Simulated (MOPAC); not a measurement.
Input for MOPAC: AM1 on BrH7Si2 (a complex), monomers drawn apart or pushed together.

```
AM1 1SCF PRECISE CHARGE=0 THREADS=1
BrH7Si2

Br    -0.49929743 1     0.26644676 1    -0.20399063 1
H      0.26136496 1    -0.57131658 1     0.66736226 1
Si     0.81088401 1    -1.03768685 1     4.02036233 1
Si    -0.71773228 1     0.73859480 1     4.11933963 1
H      2.10548143 1    -0.65502581 1     4.63313479 1
H      1.08039901 1    -1.42958313 1     2.61000839 1
H      0.27973439 1    -2.23077107 1     4.72206835 1
H     -0.95025745 1     1.08880426 1     5.54208359 1
H     -2.00512510 1     0.34323942 1     3.50360440 1
H     -0.17590211 1     1.92238889 1     3.41380320 1
```

Program output:

```
*******************************************************************************
 **                                                                           **
 **                              MOPAC v23.2.5                                **
 **                                                                           **
 *******************************************************************************
 ** MOPAC's Digital Object Identifier: https://doi.org/10.5281/zenodo.6511958 **
 **                                                                           **
 ** Please cite the open-source release paper for use of this MOPAC version:  **
 ** J. E. Moussa and J. J. P. Stewart (2026)                                  **
 ** MOPAC: An open-source semiempirical molecular orbital program             **
 ** J. Open Source Softw., 11(119), 8025, https://doi.org/10.21105/joss.08025 **
 *******************************************************************************

                              AM1 CALCULATION RESULTS

 *******************************************************************************
 *  AM1        - The AM1 Hamiltonian to be used
 *
 *
 *
 *                 CHARGE ON SYSTEM = 0
 *
 *
 *
 *  PRECISE    - TIGHTER CRITERIA TO BE USED
 *  1SCF       - DO 1 SCF AND THEN STOP
 *  THREADS=1  - MULTI-THREADING NOT USED
 *  T=         - A TIME OF 172800.0 SECONDS REQUESTED
 *  DUMP=N     - RESTART FILE WRITTEN EVERY 7200.0 SECONDS REQUESTED
 *******************************************************************************
AM1 1SCF PRECISE CHARGE=0 THREADS=1
 BrH7Si2

   ATOM   CHEMICAL          X               Y               Z
  NUMBER   SYMBOL      (ANGSTROMS)     (ANGSTROMS)     (ANGSTROMS)

     1      Br         -0.49929743  *   0.26644676  *  -0.20399063  *
     2       H          0.26136496  *  -0.57131658  *   0.66736226  *
     3      Si          0.81088401  *  -1.03768685  *   4.02036233  *
     4      Si         -0.71773228  *   0.73859480  *   4.11933963  *
     5       H          2.10548143  *  -0.65502581  *   4.63313479  *
     6       H          1.08039901  *  -1.42958313  *   2.61000839  *
     7       H          0.27973439  *  -2.23077107  *   4.72206835  *
     8       H         -0.95025745  *   1.08880426  *   5.54208359  *
     9       H         -2.00512510  *   0.34323942  *   3.50360440  *
    10       H         -0.17590211  *   1.92238889  *   3.41380320  *



          CARTESIAN COORDINATES

    NO.       ATOM           X           Y           Z

     1        Br         -0.4993      0.2664     -0.2040
     2         H          0.2614     -0.5713      0.6674
     3        Si          0.8109     -1.0377      4.0204
     4        Si         -0.7177      0.7386      4.1193
     5         H          2.1055     -0.6550      4.6331
     6         H          1.0804     -1.4296      2.6100
     7         H          0.2797     -2.2308      4.7221
     8         H         -0.9503      1.0888      5.5421
     9         H         -2.0051      0.3432      3.5036
    10         H         -0.1759      1.9224      3.4138

  H: (AM1): M.J.S. DEWAR ET AL, J. AM. CHEM. SOC. 107 3902-3909 (1985)
 Si: (AM1): M.J.S.DEWAR, C. JIE, ORGANOMETALLICS, 6, 1486-1490 (1987).
 Br: (AM1): M.J.S. DEWAR AND E. G. ZOEBISCH, THEOCHEM, 180, 1 (1988).

           Empirical Formula: H7 Br Si2  =    10 atoms



      MOLECULAR POINT GROUP   :   Cs


      RHF CALCULATION, NO. OF DOUBLY OCCUPIED LEVELS = 11


 -------------------------------------------------------------------------------
 AM1 1SCF PRECISE CHARGE=0 THREADS=1
 BrH7Si2



     1SCF WAS SPECIFIED, SO BFGS WAS NOT USED
     SCF FIELD WAS ACHIEVED


                              AM1 CALCULATION
                                                       MOPAC v23.2.5 Linux




          FINAL HEAT OF FORMATION =          6.30834 KCAL/MOL =      26.39408 KJ/MOL


          COSMO AREA              =        161.95 SQUARE ANGSTROMS
          COSMO VOLUME            =        159.33 CUBIC ANGSTROMS

          IONIZATION POTENTIAL    =         10.982593 EV
          HOMO LUMO ENERGIES (EV) =        -10.983 -1.053
          NO. OF FILLED LEVELS    =         11
          MOLECULAR WEIGHT        =        143.1303         POINT GROUP:  Cs

          MOLECULAR DIMENSIONS (Angstroms)

            Atom       Atom       Distance
            H     8   Br     1     5.82211
            H     5    H     9     4.32896
            H     7    H    10     4.00771


          SCF CALCULATIONS        =          1





   ATOM   CHEMICAL          X               Y               Z
  NUMBER   SYMBOL      (ANGSTROMS)     (ANGSTROMS)     (ANGSTROMS)

     1      Br         -0.49929743  *   0.26644676  *  -0.20399063  *
     2       H          0.26136496  *  -0.57131658  *   0.66736226  *
     3      Si          0.81088401  *  -1.03768685  *   4.02036233  *
     4      Si         -0.71773228  *   0.73859480  *   4.11933963  *
     5       H          2.10548143  *  -0.65502581  *   4.63313479  *
     6       H          1.08039901  *  -1.42958313  *   2.61000839  *
     7       H          0.27973439  *  -2.23077107  *   4.72206835  *
     8       H         -0.95025745  *   1.08880426  *   5.54208359  *
     9       H         -2.00512510  *   0.34323942  *   3.50360440  *
    10       H         -0.17590211  *   1.92238889  *   3.41380320  *

                             CARTESIAN COORDINATES

   1   Br       -0.499297430     0.266446760    -0.203990630
   2    H        0.261364960    -0.571316580     0.667362260
   3   Si        0.810884010    -1.037686850     4.020362330
   4   Si       -0.717732280     0.738594800     4.119339630
   5    H        2.105481430    -0.655025810     4.633134790
   6    H        1.080399010    -1.429583130     2.610008390
   7    H        0.279734390    -2.230771070     4.722068350
   8    H       -0.950257450     1.088804260     5.542083590
   9    H       -2.005125100     0.343239420     3.503604400
  10    H       -0.175902110     1.922388890     3.413803200


           Empirical Formula: H7 Br Si2  =    10 atoms



      MOLECULAR POINT GROUP   :   Cs


                  EIGENVALUES
 -31.45398 -16.20611 -15.51526 -15.21456 -13.15751 -13.09870 -12.00364 -11.98809
 -11.44428 -11.41629 -10.98259  -1.05348   0.96384   1.10995   1.15752   1.36351
   1.41854   1.84987   1.96602


              NET ATOMIC CHARGES AND DIPOLE CONTRIBUTIONS

  ATOM NO.   TYPE          CHARGE      No. of ELECS.   s-Pop       p-Pop
    1         Br          -0.093167        7.0932     1.96205     5.13111
    2          H           0.091944        0.9081     0.90806
    3         Si           0.317666        3.6823     0.90242     2.77991
    4         Si           0.327872        3.6721     0.89947     2.77266
    5          H          -0.104001        1.1040     1.10400
    6          H          -0.125566        1.1256     1.12557
    7          H          -0.103972        1.1040     1.10397
    8          H          -0.105279        1.1053     1.10528
    9          H          -0.102763        1.1028     1.10276
   10          H          -0.102734        1.1027     1.10273
 DIPOLE           X         Y         Z       TOTAL
 POINT-CHG.     0.160    -0.157     0.544     0.589
 HYBRID         0.489    -0.545     0.451     0.860
 SUM            0.649    -0.702     0.996     1.380


          ATOMIC ORBITAL ELECTRON POPULATIONS

     Atom    s        px        py        pz
    1 Br   1.96205   1.75289   1.70012   1.67810
    2  H   0.90806
    3 Si   0.90242   0.93951   0.95050   0.88991
    4 Si   0.89947   0.92942   0.93780   0.90543
    5  H   1.10400
    6  H   1.12557
    7  H   1.10397
    8  H   1.10528
    9  H   1.10276
   10  H   1.10273

 **********************
 *                    *
 * JOB ENDED NORMALLY *
 *                    *
 **********************




 == MOPAC DONE ==
```

The run finished.

Cost: roughly 0.03 core-seconds.
